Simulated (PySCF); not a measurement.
A mixed set of molecules.

All values: CAM-B3LYP/def2-SVPD (PySCF) at GFN2-xTB geometries, gas phase, one conformer each. Core orbitals are frozen in the response; Δα² is half the sum of the squared differences of the principal polarisabilities.

Problem. Rank by HOMO energy, highest first.
A. `C/C=C(\F)[SiH2]CC`
B. `CCC1(F)C[SiH2]C1`
C. `C/C(F)=C(/C)C[SiH3]`
D. `CC/C=C/C[SiH2]F`

Solution. C (-7.77 eV), D (-8.35 eV), A (-8.56 eV), B (-9.59 eV).

Problem. Rank by HOMO–LUMO gap, lowest first.
A. `C/C(F)=C(/C)C[SiH3]`
B. `C[C@H]1OC[SiH2]1`
C. `CC/C=C/C[SiH2]F`
D. `CCC1(F)C[SiH2]C1`
E. `C/C=C(\F)[SiH2]CC`

Solution. A (8.78 eV), C (9.18 eV), B (9.36 eV), E (9.58 eV), D (10.65 eV).

All values together:

```csv
SMILES,formula,μ (D),HOMO (eV),LUMO (eV),α (Å³),Δα (Å³),electrons,α per electron (Å³)
C[C@H]1OC[SiH2]1,C3H8OSi,1.93,-8.63,0.73,9.71,1.72,48,0.202
CC/C=C/C[SiH2]F,C5H11FSi,2.11,-8.35,0.83,13.07,5.85,64,0.204
C/C(F)=C(/C)C[SiH3],C5H11FSi,1.65,-7.77,1.01,13.15,3.87,64,0.205
C/C=C(\F)[SiH2]CC,C5H11FSi,1.47,-8.56,1.02,13.24,4.37,64,0.207
CCC1(F)C[SiH2]C1,C5H11FSi,1.76,-9.59,1.07,12.44,3.16,64,0.194
```

Conformers: `[CH3:1][CH2:2]/[CH:3]=[CH:4]/[CH2:5][SiH2:6][F:7]` with C1–C2–C3–C4 115°, C3–C4–C5–Si6 -112°, C4–C5–Si6–F7 -179°; `[CH3:1]/[C:2]([F:3])=[C:4](/[CH3:5])[CH2:6][SiH3:7]` with C2–C4–C6–Si7 92°; `[CH3:1]/[CH:2]=[C:3](\[F:4])[SiH2:5][CH2:6][CH3:7]` with C2–C3–Si5–C6 114°, C3–Si5–C6–C7 -56°; `[CH3:1][CH2:2][C:3]1([F:4])[CH2:5][SiH2:6][CH2:7]1` with C1–C2–C3–F4 57°, C2–C3–C5–Si6 110°, C3–C5–Si6–C7 10°, C5–Si6–C7–C3 -10°, C2–C3–C7–Si6 -109°.
